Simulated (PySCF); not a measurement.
Potential energy curve for Al₂, triplet.

UKS-B3LYP = unrestricted B3LYP/cc-pVTZ (PySCF 2.14.0); UKS-TPSSh = unrestricted TPSSh/cc-pVTZ (PySCF); UHF/cc-pVTZ (PySCF).

Magnitude of the dipole moment (D; its direction can reverse along the curve, and a method can change to another solution) and Mulliken charge of the fragment that holds Al1:

```
R / Å  μ UKS-B3LYP  q UKS-B3LYP  μ UKS-TPSSh  q UKS-TPSSh  μ UHF  q UHF
-----  -----------  -----------  -----------  -----------  -----  -----
2.44          0.00         0.00         0.00         0.00   1.07   0.01
2.59          0.00         0.00         0.00         0.00   0.00   0.00
2.64          0.00         0.00         0.00         0.00   0.00   0.00
2.73          0.00         0.00         0.00         0.00   0.00   0.00
2.78          0.00         0.00         0.00         0.00   0.00   0.00
2.91          0.00         0.00         0.00         0.00   0.00   0.00
3.01          0.00         0.00         0.00         0.00   0.00   0.00
3.12          0.00         0.00         0.00         0.00   0.00   0.00
3.35          0.00         0.00         0.00         0.00   1.58  -0.12
3.68          0.00         0.00         0.00         0.00   1.93  -0.12
4.11          0.00         0.00         0.00         0.00   1.47  -0.07
4.46          0.07         0.00         0.76        -0.03   1.08  -0.04
4.88          1.14        -0.04         1.20        -0.05   0.73  -0.02
5.43          1.04        -0.03         1.02        -0.03   0.45  -0.01
6.02          0.67        -0.02         0.61        -0.02   0.28   0.00
6.75          0.32        -0.01         0.29        -0.01   0.16   0.00
7.41          0.15         0.00         0.15         0.00   0.10   0.00
8.35          0.06         0.00         0.06         0.00   0.05   0.00
```

The scan ran from 2.18 to 8.35 Å; beyond the distances shown one of the unrestricted levels run for this scan, shown here or not, changes its spin distribution in one step. The unrestricted determinant behind UHF is spin-contaminated at 2.44 Å (<S²> up to 2.2, against 2.00 for a pure triplet).
